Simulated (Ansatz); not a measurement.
Mulliken charges of CH3NOSi (`O[SiH]1C=N1`) from ωB97M-V/def2-TZVPP in Ansatz (PBE0-D4/def2-TZVP geometry).

| atom | x (Å) | y (Å) | z (Å) | charge (e) |
| --- | --- | --- | --- | --- |
| O1 | -0.957 | 1.090 | -1.005 | -0.372 |
| Si2 | -0.011 | 0.552 | 0.209 | 0.469 |
| C3 | 0.797 | -1.014 | 0.275 | -0.096 |
| N4 | -0.287 | -1.012 | 0.978 | -0.299 |
| H5 | -1.312 | 0.447 | -1.622 | 0.186 |
| H6 | 0.358 | 1.725 | 1.007 | -0.018 |
| H7 | 1.474 | -1.856 | 0.112 | 0.130 |

By hand: the dipole of these point charges (1 e Å = 4.8032 D).

Σ q r = (0.301, 0.064, -0.152) e Å, of length 0.343 e Å = 1.65 D.

How does the dipole of the full density compare? (Best estimate.)

Ansatz gave: (0.163, 0.033, -0.362) e Å, 1.91 D; the point charges give 0.86 times that, at 39° from its direction.

Point charges leave out the atoms' own dipoles, such as those of lone pairs, and Mulliken's split depends on the basis, so the two needn't agree.
